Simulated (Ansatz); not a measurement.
Reaction (SMILES): O[Si](Cl)(Cl)Cl [trichloro(hydroxy)silane] → O[Si](Cl)Cl + Cl atom (the Cl-Si bond at the site shown breaks; other sites are not compared here)
Each molecule is optimised on its own at B3LYP-D3(BJ)/def2-TZVP (Ansatz, a first-principles code), one conformer each, not searched for the lowest.

Property: bond dissociation energy (electronic energy difference), in eV. Correlated levels leave the core frozen unless marked. Open shells are spin-unrestricted. No spin-orbit coupling. Non-relativistic. CBS(X,Y): correlation extrapolated as X^-3; Hartree-Fock from the larger set.

| level | program | bond dissociation energy (eV) |
|---|---|---|
| HF/STO-3G | Ansatz | 3.51 |
| HF/6-31G | Ansatz | 2.19 |

Predict the CCSD(T)/CBS(cc-pV(T+d)Z,cc-pV(Q+d)Z) result (Ansatz).

5.02 eV, so HF/6-31G differs from it by -2.83 eV.
